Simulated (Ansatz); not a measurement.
Input for Ansatz (development build ahead of 0.2.0):

```yaml
crystal:
  periodic: [false, false, false]
  atoms:
    - { symbol: H, position_ang: [0.0, 0.0, 0.0] }
    - { symbol: Be, position_ang: [0.0, 2.6561, 1.5335] }
    - { symbol: Be, position_ang: [0.0, -2.6561, 1.5335] }
basis:
  gaussian: { orbitals: pcseg-2 }
magnetization:
  initial_magnetization: 1
hamiltonian:
  xc: pbe
```

The input is written out in the form of the current development build from the run's settings.

Output:

```yaml
Converged: yes
Total_energy: -29.76055 hartree
Spin_squared_of_the_determinant: 0.750
Stability_test: minimum among restricted orbitals
```

Caution: charge can spread falsely over distant fragments.
